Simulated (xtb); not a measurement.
Ga(H)(Br)(OMe) (CH4BrGaO), SMILES C[O][GaH][Br]. All values are semi-empirical tight-binding results from xtb (GFN2-xTB unless named), good for trends rather than for accurate numbers. Geometry: GFN2-xTB. The structure was generated by enumeration; whether it is a known compound was not checked. Other conformers were not sampled.

For metal compounds this method's bond lengths and energies can be far off.

```json
{
  "orbital_gap": "4.27 eV",
  "zero_point_energy": "29.2 kcal/mol",
  "G − E(el) at 298.15 K (modified RRHO)": "8.3 kcal/mol"
}
```
